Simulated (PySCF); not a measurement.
Compounds:
1. SMILES C=C[C@H](C)F, C₄H₇F
2. `O[SiH](O)CCl`, CH₅ClO₂Si
3. `O1[BH2-][O+]=C(CC#N)C=C1`, C₅H₆BNO₂
4. `[SiH3]C([SiH3])[SiH2]Cl`, CH₉ClSi₃
5. `[SiH3][SiH]([SiH3])CCl`, CH₉ClSi₃
6. SMILES C[SiH2][Si@H]([SiH3])Cl, CH₉ClSi₃

PySCF calculation with σ from GIAO-PBE0/pcSseg-1 and PBE0-D3(BJ)/def2-SVP geometry; in vacuum, relativity neglected, one computed conformer, equivalent nuclei averaged.

Shifts are taken against calculated references (same method and geometry level): ¹H (σ = 31.27 ppm), ¹³C (σ = 184.41 ppm) vs TMS. Carbons bonded to boron are broad in practice. Shifts are as computed. Against solution values, carbons near 30 ppm lie about +2 ppm off and those near 130 ppm about +5 ppm; carbons on Cl a further +5 ppm. Of 1313 compounds with measured shifts, 239 miss one by over three times the rms of a fit or turn the order of signals round; such compounds aren't used in these exercises. Carbons bonded to Cl come out too deshielded. OH and NH positions are gas-phase values without hydrogen bonding to other molecules.

(1) Which show a ¹³C signal between 100 and 160 ppm?

(2) Which show a ¹³C signal below 10 ppm?

(3) Which show a ¹H signal below 0.7 ppm from a carbon-bound hydrogen?

(4) Which give exactly 5 ¹³C signals?

Answers

(1) 1 (147.1, 120.6: alkene CH, terminal =CH2 carbon); 3 (118.8, 104.7: nitrile carbon, β carbon of an enol-ether or enamine type C=C).

(2) 4 (-17.9: sp3 CH bonded to 3 Si); 6 (-10.2: methyl carbon bonded to Si).

(3) 4 (-0.29: hydrogen on an sp3 CH bonded to 3 Si); 6 (0.19: hydrogen on a methyl carbon bonded to Si).

(4) 3 (δ 190.5, 188.7, 118.8, 104.7, 26.7).
